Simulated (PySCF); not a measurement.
Match each property card to its molecule.

Structures:
1. `C1=NCCC1`
2. `C=N/N=C\C`
3. `C#CC#[NH+]`
4. `[SiH3]c1cccpc1`
5. `C[SiH2]S[Si@@H]([SiH3])CF`
6. `CCc1ccno1`

Card P (geometry GFN2-xTB):
- Rotational constants A, B, C: 7.847, 7.501, 4.130 GHz
- Static isotropic polarisability (CAM-B3LYP/def2-SVPD): 51.2 au
- 13C chemical shifts (computed TMS as zero) by class (GIAO PBE0/pcSseg-1): 168.7 (1 C), 66.3 (1 C), 40.1 (1 C), 21.3 (1 C) ppm
- Dipole moment (CAM-B3LYP/def2-SVPD): 2.21 D
- Strongest line among the 8 lowest singlet transitions (TDDFT CAM-B3LYP/def2-SVPD): S3 at 7.58 eV (164 nm, f = 0.185)
- Largest of the computed one-bond spin–spin couplings (means over like bonds) (B3LYP/pcJ-1, spin–dipole term left out for some pairs): 13C–1H +185.3, 13C–1H +145.5 (×2), 13C–1H +137.3 (×2), 13C–1H +136.9 (×2), 13C–13C +36.5, 13C–13C +33.2, 13C–13C +29.7, 15N–13C -6.0 Hz
- Lowest triplet excitation (Tamm–Dancoff) (TDA CAM-B3LYP/def2-SVPD): 4.67 eV

Card Q (geometry GFN2-xTB):
* Rotational constants A, B, C: 13.338, 3.365, 2.894 GHz
* Static isotropic polarisability (CAM-B3LYP/def2-SVPD): 57.6 au
* Isotropic shieldings of nuclei other than C and H, by class (GIAO PBE0/pcSseg-1): -137 (1 N), -123 (1 N) ppm
* Largest of the computed one-bond spin–spin couplings (means over like bonds) (B3LYP/pcJ-1, spin–dipole term left out for some pairs): 13C–1H +197.0, 13C–1H +192.2, 13C–1H +166.2, 13C–1H +134.0 (×3), 13C–13C +39.6, 15N–15N -15.7, 15N–13C -14.6, 15N–13C -13.5 Hz
* Dipole moment (CAM-B3LYP/def2-SVPD): 2.05 D

Card R (geometry GFN2-xTB):
- Rotational constant B (linear): 4.350 GHz
- Static isotropic polarisability (CAM-B3LYP/def2-SVPD): 36.3 au
- Lowest singlet excitation (TDDFT CAM-B3LYP/def2-SVPD): 4.66 eV (266 nm, f = 0.000)
- HOMO energy (CAM-B3LYP/def2-SVPD): -16.56 eV
- Strongest line among the 8 lowest singlet transitions (TDDFT CAM-B3LYP/def2-SVPD): S5 at 8.53 eV (145 nm, f = 1.490)
- Lowest triplet excitation (Tamm–Dancoff) (TDA CAM-B3LYP/def2-SVPD): 3.80 eV

Card S (geometry GFN2-xTB):
* Rotational constants A, B, C: 3.882, 1.215, 0.935 GHz
* Static isotropic polarisability (CAM-B3LYP/def2-SVPD): 108.0 au
* HOMO energy (CAM-B3LYP/def2-SVPD): -8.32 eV
* Lowest singlet excitation (TDDFT CAM-B3LYP/def2-SVPD): 4.82 eV (257 nm, f = 0.007)
* Isotropic shieldings of nuclei other than C and H, by class (GIAO PBE0/pcSseg-1): 413 (1 Si), 86 (1 P) ppm
* 13C chemical shifts (computed TMS as zero) by class (GIAO PBE0/pcSseg-1): 173.3 (1 C), 166.5 (1 C), 142.1 (1 C), 140.3 (1 C), 136.9 (1 C) ppm

Card T (geometry GFN2-xTB):
- Rotational constants A, B, C: 1.991, 0.565, 0.471 GHz
- Static isotropic polarisability (CAM-B3LYP/def2-SVPD): 130.5 au
- Isotropic shieldings of nuclei other than C and H, by class (GIAO PBE0/pcSseg-1): 464 (1 F), 377 (1 Si), 379 (1 Si), 468 (1 Si), 822 (1 S) ppm
- Dipole moment (CAM-B3LYP/def2-SVPD): 2.29 D
- Point group: C1
- Lowest triplet excitation (Tamm–Dancoff) (TDA CAM-B3LYP/def2-SVPD): 5.27 eV
- HOMO energy (CAM-B3LYP/def2-SVPD): -8.43 eV

Card U (geometry GFN2-xTB):
* Rotational constants A, B, C: 6.934, 1.953, 1.717 GHz
* Static isotropic polarisability (PBE0/def2-SVPD): 66.5 au
* Dipole moment (PBE0/def2-SVPD): 3.31 D
* Lowest singlet excitation (TDDFT PBE0/def2-SVPD): 6.39 eV (194 nm, f = 0.113)
* Lowest triplet excitation (Tamm–Dancoff) (TDA PBE0/def2-SVPD): 4.24 eV

All species are isolated and taken at one optimised geometry, non-relativistic unless stated; the electronic structure was computed with PySCF and density fitting. NMR classes are plain means over equivalent atoms (diastereotopic ones count apart unless rotation or inversion swaps them), as if these changed places fast.

Q: Which card belongs to which structure?

A: P = 1, Q = 2, R = 3, S = 4, T = 5, U = 6. What ties each card to its structure:
- 1 (card P), C4H7N, monoisotopic mass 69.1 u, 5 heavy atoms: 4 C in 4 classes; the least shielded carbon (168.7 ppm) is an imine carbon; an asymmetric top with C = 4.130 GHz; polarisability 51.2 au for 38 electrons; dipole 2.21 D.
- 2 (card Q), C3H6N2, monoisotopic mass 70.1 u, 5 heavy atoms: an asymmetric top with C = 2.894 GHz; polarisability 57.6 au for 38 electrons; dipole 2.05 D.
- 3 (card R), [C3H2N]+, monoisotopic mass 52.0 u, 4 heavy atoms: a HOMO at -16.56 eV for the only species of charge +1; a linear rotor with B = 4.350 GHz, the highest such constant on the cards; polarisability 36.3 au for 26 electrons.
- 4 (card S), C5H7PSi, monoisotopic mass 126.0 u, 7 heavy atoms: 5 C in 5 classes; the least shielded carbon (173.3 ppm) is an aromatic CH carbon; an asymmetric top with C = 0.935 GHz; polarisability 108.0 au for 66 electrons.
- 5 (card T), C2H11FSSi3, monoisotopic mass 170.0 u, 7 heavy atoms: an asymmetric top with C = 0.471 GHz, the lowest such constant on the cards; polarisability 130.5 au for 90 electrons; dipole 2.29 D.
- 6 (card U), C5H7NO, monoisotopic mass 97.1 u, 7 heavy atoms: an asymmetric top with C = 1.717 GHz; polarisability 66.5 au for 52 electrons; dipole 3.31 D.
